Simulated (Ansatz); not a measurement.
Species: CH₅O₃Si, charge 0, multiplicity 2. It need not be the lowest isomer of its formula. SMILES: C[Si]([O])(O)O
Coordinates optimised at B3LYP-D3(BJ)/def2-TZVP (Ansatz, an electronic-structure program):
```xyz
10

C      1.7613     0.3270     0.1913
Si    -0.0524    -0.0312    -0.0013
O     -0.0489    -1.4561    -0.8624
O     -0.9405     1.0777    -0.8326
O     -0.7158    -0.1054     1.4900
H      1.8562     1.2903     0.6995
H      2.2685     0.3843    -0.7712
H      2.2488    -0.4333     0.8015
H     -0.9082     1.0401    -1.7922
H     -1.6577     0.0639     1.5740
```
Charge 0, spin multiplicity 2.

Wanted: atomisation energy (electronic, to ground-state atoms), in eV. Valence correlation only, unless marked. Open shells are spin-unrestricted. No spin-orbit coupling. Non-relativistic. The coupled-cluster limit lacks core correlation, which all-electron functionals hold. Basis-set limits of correlation are two-point, X^-3; Hartree-Fock from the larger set.

```csv
level,program,atomisation energy (eV),minus last row
PBE-D4/def2-TZVPD,Ansatz + dftd4,41.01,0.43
B97M-V/def2-TZVPD,Ansatz,40.44,-0.14
PBE0/def2-QZVPP,Ansatz,40.05,-0.53
r2SCANh/def2-TZVPD,Ansatz,40.17,-0.41
RI-MP2/cc-pV(Q+d)Z,Ansatz,40.96,0.38
"CCSD/CBS(cc-pV(T+d)Z,cc-pV(Q+d)Z)",Ansatz,39.90,-0.68
CCSD(T)/6-31G,Ansatz,31.16,-9.42
CCSD(T)/6-31G*,Ansatz,35.95,-4.63
CCSD(T) with core electrons (1s frozen past Ne)/cc-pwCVTZ,Ansatz,39.50,-1.08
"CCSD(T)/CBS(cc-pV(T+d)Z,cc-pV(Q+d)Z)",Ansatz,40.58,0.00
```
